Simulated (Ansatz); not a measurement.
Coupled-cluster diagnostics for LaO₃H₃, Ansatz.

Geometry of the singlet (r2SCAN-D4/def2-SVP):

```xyz
7

La    0.034   -0.720    1.083
O    -0.403   -0.688   -1.089
O     0.056    1.570   -0.039
O    -1.418   -1.494   -0.358
H     0.346    2.407   -0.421
H     1.685   -2.042    1.597
H    -0.300    0.967   -0.773
```

In the def2 sets La takes a core potential; there is no spin–orbit coupling. Correlated methods freeze 3 core orbitals; core or outer-core shells of La are correlated, in sets that lack core-valence functions. The structure holds one bond between oxygen atoms, so isomers without such links may lie far lower. No other spin state of charge 0 was run. Another isomer (singlet) lies 0.83 eV lower at PBE0-D4/def2-TZVP; other spin states weren't run for this one.

**Question.** Estimate the CCSD(T) correlation energy, the shares of MP2 and (T), T1 and the reference's ⟨S²⟩ for: charge 0, singlet, own geometry in def2-TZVPP; and the rough time on 4 threads of Arm Neoverse V2 on a shared host.

**Answer.** 
```json
{"state": "charge 0, singlet, own geometry", "basis": "def2-TZVPP", "correlation (eV)": "-28.761", "MP2 share (%)": "95.4", "(T) share (%)": "4.2", "T1": "0.023", "⟨S²⟩ (pure)": "0.00 (0.00)", "wall time": "53 s", "remarks": "test for broken spin undecided"}
```
Customary marks for T1 are 0.02 (closed shells), 0.045 (open shells) and about 0.05 (3d metals). T1 exceeds 0.02 in 1 of 1 rows and 0.045 in 0; the higher it lies, the less the single-reference result can be trusted.
